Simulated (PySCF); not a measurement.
Excitation energy of V by level of theory

V [Ar] 3d3 4s2 (4F) → V [Ar] 3d4 4s1 (6D), as a difference of total energies. Calculation: PySCF 2.14, in def2-QZVPPD (11s6p5d3f2g, 93 functions); the non-relativistic Hamiltonian (point nucleus). Correlated levels: valence and next inner shell: [Ne] frozen. The calculations carry no spin-orbit coupling.

Question: Order these methods by the excitation energy they give, lowest first.
A. CCSD (valence and next inner shell)
B. CCSD(T) (valence and next inner shell)
C. MP2 (valence and next inner shell)
D. SCS-MP2 (valence and next inner shell)

Answer: C (-0.281 eV), A (0.120 eV), B (0.142 eV), D (0.481 eV).

These non-relativistic numbers lack the scalar-relativistic shift.

Errors of the correlated levels include the incompleteness of this basis and the frozen core.

For comparison: 0.245 eV (measured; NIST levels, between the centres of gravity of the two terms).
